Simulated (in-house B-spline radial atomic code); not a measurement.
A run on Mo⁴⁺ (an excited or competing configuration) that did not converge. Method: scalar-relativistic (X2C) wB97X, spin-polarised, spherical fractional occupations, exact exchange averaged over the configuration, Fermi nucleus of rms radius 4.4091 fm; computed with an all-electron radial atomic-structure program (B-spline basis).

Command:
```bash
python run_scf.py task.json out
```
Settings (nuclear radius in fm, mass in u):
```
Z                42
configuration    [Ar] 3d9 4s2 4p6 4d3
hamiltonian      x2c
method           wb97x
spin_polarised   True
nucleus          fermi
rms_radius       4.4091
atomic_mass      97.9054
speed_of_light   137.035999084
exact_exchange   averaged over the configuration
```

First and last ten iterations of the last attempt (damped for 15 steps, keeping 80 % of the old Fock matrix, then DIIS):
```
 iter        energy (Eh)    residual
    1       -4028.001645    5.68e-01
    2       -4034.370232    3.14e-01
    3       -4035.538670    2.09e-01
    4       -4036.117844    1.41e-01
    5       -4036.402415    9.92e-02
    6       -4036.541549    7.06e-02
    7       -4036.609474    5.05e-02
    8       -4036.642690    3.63e-02
    9       -4036.659004    2.63e-02
   10       -4036.667074    1.91e-02
  111       -4036.675367    1.32e-06
  112       -4036.675367    1.61e-06
  113       -4036.675367    2.33e-06
  114       -4036.675367    1.42e-06
  115       -4036.675367    2.27e-06
  116       -4036.675367    1.85e-06
  117       -4036.675367    1.12e-05
  118       -4036.675367    1.18e-05
  119       -4036.675367    1.63e-05
  120       -4036.675367    3.11e-06
 not converged after 120 iterations
```

The smallest residual met was 8.2e-07; the threshold is about 4e-07. Over the last five steps the energy moves by less than 1e-07 hartree, but the orbitals didn't meet the threshold. Time taken, with all properties: 9.3 s on 1 thread of Intel(R) Xeon(R) 6975P-C (shared host).
